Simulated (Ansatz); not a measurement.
Cl2F2H2Si2 (`F[Si@H](Cl)[Si@@H](F)Cl`) at its PBE0-D4/def2-TZVP geometry, where that method's forces vanish. Charge 0, multiplicity 1.

```xyz
8

F     0.4549   -2.2035   -0.1623
Si    0.1810   -0.7912   -0.8482
Cl   -1.5183   -0.9357   -1.9713
Si   -0.1811    0.7912    0.8482
F    -0.4549    2.2036    0.1623
Cl    1.5185    0.9355    1.9711
H     1.3159   -0.4866   -1.7463
H    -1.3160    0.4868    1.7464
```

Problem. What forces (eV/Å) does r2SCAN-D4/def2-TZVPP give on these atoms in Ansatz 0.2.0? (Estimate.)

Solution. Computed: 
```
F1   0.016 -0.059  0.029
Si2  0.043  0.068  0.015
Cl3 -0.062 -0.005 -0.045
Si4 -0.042 -0.068 -0.015
F5  -0.016  0.059 -0.029
Cl6  0.062  0.005  0.045
H7  -0.009  0.000  0.011
H8   0.009  0.000 -0.011
```
